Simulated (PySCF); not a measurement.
Identify the unknown among the candidates.

All candidates are C9H17N.

| technique | computed result |
| --- | --- |
| 13C NMR | chemical shifts (computed TMS as zero) by class: 161.8 (1 C), 113.9 (1 C), 57.3 (1 C), 50.9 (1 C), 47.8 (1 C), 37.3 (1 C), 33.0 (1 C), 32.6 (1 C), 27.2 (1 C) ppm [GIAO PBE0/pcSseg-1] |
| Dipole | 0.76 D [PBE0/pcSseg-1] |
| 1H NMR | chemical shifts (computed TMS as zero) by class: 5.00 (1 H), 4.85 (1 H), 3.30 (1 H), 3.00 (1 H), 2.24 (1 H), 2.10 (1 H), 1.82 (1 H), 1.81 (3 H), 1.79 (1 H), 1.65 (1 H), 1.57 (1 H), 1.37 (1 H), 1.15 (1 H), 1.00 (1 H), 0.02 (1 H) ppm [GIAO PBE0/pcSseg-1] |
| NMR, other nuclei | isotropic shieldings of nuclei other than C and H, by class: 217 (1 N) ppm [GIAO PBE0/pcSseg-1] |
| Rotational structure | rotational constants A, B, C: 2.328, 0.858, 0.730 GHz [PBE0-D3(BJ)/def2-SVP] |

Gas-phase values; electronic properties from PySCF, density fitting. Levels stand in brackets. Isolated species at its PBE0-D3(BJ)/def2-SVP geometry (one conformer only). NMR values are class means; diastereotopic atoms form classes of their own.

**Question.** Which candidate is it?
A. `NC[C@@H]1C[C@H]2CC[C@@H](C1)C2`
B. `C=C(C)[C@H]1CCCCNC1`
C. `C=CCCC(C)(C)/C=N/C`

**Answer.** B. It is `C=C(C)[C@H]1CCCCNC1`. Numbering: `[CH2:1]=[C:2]([CH3:3])[C@H:4]1[CH2:5][CH2:6][CH2:7][CH2:8][NH:9][CH2:10]1`. Its formula, C9H17N, gives 2 degrees of unsaturation: 1 ring and 1 π bond in the structure found. 9 carbons fall into 9 classes; from least to most shielded: fully substituted alkene carbon [C2] (161.8 ppm), terminal =CH2 carbon [C1] (113.9 ppm), ring sp3 carbon bound to nitrogen [C10] (57.3 ppm), allylic carbon [C4] (50.9 ppm), ring sp3 carbon bound to nitrogen [C8] (47.8 ppm), ring CH2 carbon [C7] (37.3 ppm), ring CH2 carbon [C6] (33.0 ppm), ring CH2 carbon [C5] (32.6 ppm), allylic carbon [C3] (27.2 ppm). Hydrogen classes from least to most shielded: 1 H on a terminal =CH2 carbon, C1 (5.00 ppm), 1 H on a terminal =CH2 carbon, C1 (4.85 ppm), 1 H on an sp3 carbon bound to nitrogen, C10 (3.30 ppm), 1 H on an sp3 carbon bound to nitrogen, C8 (3.00 ppm), 1 H on an sp3 carbon bound to nitrogen, C8 (2.24 ppm), 1 H on an sp3 carbon bound to nitrogen, C10 (2.10 ppm), 1 H on a ring CH2 carbon, C6 (1.82 ppm), 3 H on an allylic carbon, C3 (1.81 ppm), 1 H on an allylic carbon, C4 (1.79 ppm), 1 H on a ring CH2 carbon, C7 (1.65 ppm), 1 H on a ring CH2 carbon, C5 (1.57 ppm), 1 H on a ring CH2 carbon, C5 (1.37 ppm); 3 more classes are left out. The other shieldings belong to: 217 ppm, secondary amine nitrogen [N9]. The optimised geometry has point group C1 and is an asymmetric top.

The others, at the same levels:
- `NC[C@@H]1C[C@H]2CC[C@@H](C1)C2` fails: it has 6 carbon classes against 9; its computed 13C shifts are 53.0 (1 C), 41.6 (1 C), 40.5 (2 C), 37.2 (2 C), 34.8 (1 C), 31.4 (2 C) ppm, 1H shifts are 2.42 (2 H), 1.93 (2 H), 1.72 (2 H), 1.61 (2 H), 1.39 (1 H), 1.35 (2 H), 1.11 (1 H), 1.10 (1 H), 0.76 (2 H), 0.00 (2 H) ppm and rotational constant A is 2.453 GHz (against 2.328 GHz).
- `C=CCCC(C)(C)/C=N/C` fails: it has 8 carbon classes against 9; its computed 13C shifts are 176.9 (1 C), 149.1 (1 C), 122.6 (1 C), 51.1 (1 C), 46.8 (1 C), 38.9 (1 C), 33.5 (1 C), 26.8 (2 C) ppm, 1H shifts are 7.68 (1 H), 5.92 (1 H), 5.28 (1 H), 5.21 (1 H), 3.44 (3 H), 2.05 (2 H), 1.17 (2 H), 1.05 (6 H) ppm and rotational constant A is 1.651 GHz (against 2.328 GHz).

Each candidate is one conformer, not necessarily the lowest. Dipoles, sizes and rotational constants follow the conformer. The torsions of the flexible species, by atom-mapped SMILES:
- `[CH2:1]=[CH:2][CH2:3][CH2:4][C:5]([CH3:6])([CH3:7])/[CH:8]=[N:9]/[CH3:10]`: C1–C2–C3–C4 -118°, C2–C3–C4–C5 -174°, C3–C4–C5–C6 63°, C4–C5–C8–N9 -106°

The conformers of `C=C(C)[C@H]1CCCCNC1` and `NC[C@@H]1C[C@H]2CC[C@@H](C1)C2` aren't listed.
